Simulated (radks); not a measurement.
Spherical quantum dot in the effective-mass picture: electrons in a hard-walled sphere of radius 1.51, all in effective atomic units (hartree* = m*/eps^2 hartree, bohr* = eps/m* bohr), one dielectric constant everywhere. Method: non-relativistic Kohn-Sham, exchange-only LDA, spin-polarised, spherical densities; computed with a radial shooting solver with Libxc functionals. Levels are named by radial order and angular momentum (1s, 1p, 1d, 2s, ...), and open shells are averaged over m.

N = 12, configuration 1s2 1p6 1d(up 4, down 0). This is the lowest configuration that the search found. Occupied and some empty levels:

| level | occupation | eigenvalue (hartree*) | <r> (bohr*) |
|---|---|---|---|
| 1s up | 1 | 13.045 | 0.8556 |
| 1s down | 1 | 13.256 | 0.8496 |
| 1p up | 3 | 14.782 | 0.9533 |
| 1p down | 3 | 15.021 | 0.9512 |
| 1d up | 4 | 17.274 | 1.017 |
| 1d down | 0 | 17.525 | 1.016 |
| 2s up | 0 | 19.630 | 0.7199 |
| 2s down | 0 | 19.766 | 0.7222 |
| 1f up | 0 | 20.427 | 1.064 |
| 1f down | 0 | 20.683 | 1.063 |
| 2p up | 0 | 23.871 | 0.8035 |
| 2p down | 0 | 24.032 | 0.8033 |

Energy (hartree*): total 119.999, kinetic 61.712, external 0, Hartree 68.070, exchange-correlation -9.7822.

Electron density:

| r (bohr*) | n(r) (e/bohr*^3) |
|---|---|
| 0.0394 | 0.4443 |
| 0.152 | 0.5056 |
| 0.265 | 0.6402 |
| 0.378 | 0.8463 |
| 0.491 | 1.110 |
| 0.604 | 1.395 |
| 0.718 | 1.641 |
| 0.831 | 1.768 |
| 0.944 | 1.703 |
| 1.06 | 1.418 |
| 1.17 | 0.9635 |
| 1.28 | 0.4770 |
| 1.40 | 0.1225 |
| 1.51 | 0.0001535 |
